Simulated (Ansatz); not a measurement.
The pair A = H2O (SMILES O) (first 3 atoms), B = HCl (SMILES Cl); geometry from B3LYP-D3(BJ)/def2-TZVP.
(charge 0, multiplicity 1):
```xyz
5

O      0.04093     0.33230     0.25285
H      0.79409     0.84828    -0.05585
H      0.18621    -0.56719    -0.06112
Cl    -0.31280     0.47295     3.37614
H     -0.21166     0.43400     2.07639
```

Correlated levels freeze the cores.

The values were computed with Ansatz (a first-principles code) with Gaussian orbitals. Values without a source in brackets are computed.

Total energies (hartree), monomers frozen at their geometry in the pair:

| structure | HF/aug-cc-pV(D+d)Z | HF/aug-cc-pV(T+d)Z | CCSD(T)/aug-cc-pV(T+d)Z |
|---|---|---|---|
| AB | -536.1411384 | -536.1734168 | -536.6966080 |
| A in the pair's basis | -76.0413168 | -76.0602000 | -76.3426749 |
| B in the pair's basis | -460.0942480 | -460.1078129 | -460.3457032 |
| A | -76.0409753 | -76.0601232 | -76.3422174 |
| B | -460.0941321 | -460.1077718 | -460.3452705 |

**Question.** Work out the interaction energy without and with the counterpoise correction, and the superposition error, for each level.

**Answer.** 
E(AB) − E(A) − E(B), times 627.509 kcal/mol, with the monomers in their own basis and then in the pair's basis:
- HF/aug-cc-pV(D+d)Z: -3.78 uncorrected, -3.50 corrected; the monomers gain 0.29 kcal/mol from borrowed functions
- HF/aug-cc-pV(T+d)Z: -3.47 uncorrected, -3.39 corrected; the monomers gain 0.07 kcal/mol from borrowed functions
- CCSD(T)/aug-cc-pV(T+d)Z: -5.72 uncorrected, -5.16 corrected; the monomers gain 0.56 kcal/mol from borrowed functions
